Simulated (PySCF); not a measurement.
One of the candidates below gave these computed data.

| technique | computed result |
| --- | --- |
| Polarisability | 68.5 au [B3LYP/def2-SVPD] |
| Triplet | lowest triplet excitation (Tamm–Dancoff): 6.78 eV [TDA B3LYP/def2-SVPD] |
| Dipole | 2.93 D [B3LYP/def2-SVPD] |
| UV, first state | lowest singlet excitation: 6.87 eV (180 nm, f = 0.008) [TDDFT B3LYP/def2-SVPD] |
| Rotational structure | rotational constants A, B, C: 3.820, 1.956, 1.769 GHz [GFN2-xTB] |

Gas-phase values; electronic properties from PySCF, density fitting. Levels stand in brackets. Geometry: GFN2-xTB; no solvent, vibrations or thermal averaging.

**Question.** Which candidate is it?
A. `FC[C@@H]1C=COCC1`
B. `C[C@@H]1C[C@@]1(C)C(=O)F`
C. `O=C1CC[C@@H](CF)C1`
D. `F[C@@H]1C[C@H]2CC[C@@H]1O2`

**Answer.** D. It is `F[C@@H]1C[C@H]2CC[C@@H]1O2`. Numbering: `[F:1][C@@H:2]1[CH2:3][C@H:4]2[CH2:5][CH2:6][C@@H:7]1[O:8]2`. Its formula, C6H9FO, gives 2 degrees of unsaturation: 2 rings and 0 π bonds in the structure found. The optimised geometry has point group C1 and is an asymmetric top.

The others, at the same levels:
- `O=C1CC[C@@H](CF)C1` fails: its computed lowest singlet excitation is 4.22 eV (294 nm, f = 0.000) (against 6.87 eV), lowest triplet excitation (Tamm–Dancoff) is 3.71 eV (against 6.78 eV) and static isotropic polarisability is 71.1 au (against 68.5 au).
- `FC[C@@H]1C=COCC1` fails: its computed lowest singlet excitation is 5.76 eV (215 nm, f = 0.047) (against 6.87 eV), lowest triplet excitation (Tamm–Dancoff) is 4.33 eV (against 6.78 eV) and static isotropic polarisability is 73.8 au (against 68.5 au).
- `C[C@@H]1C[C@@]1(C)C(=O)F` fails: its computed lowest singlet excitation is 5.94 eV (209 nm, f = 0.002) (against 6.87 eV), lowest triplet excitation (Tamm–Dancoff) is 5.39 eV (against 6.78 eV) and static isotropic polarisability is 73.3 au (against 68.5 au).

Each candidate is one conformer, not necessarily the lowest. The conformers computed, where there is a choice (atom-mapped SMILES and torsion angles):
- `[CH3:1][C@@H:2]1[CH2:3][C@@:4]1([CH3:5])[C:6](=[O:7])[F:8]`: C3–C4–C6–O7 -149°

The conformers of `F[C@@H]1C[C@H]2CC[C@@H]1O2`, `O=C1CC[C@@H](CF)C1` and `FC[C@@H]1C=COCC1` aren't listed.
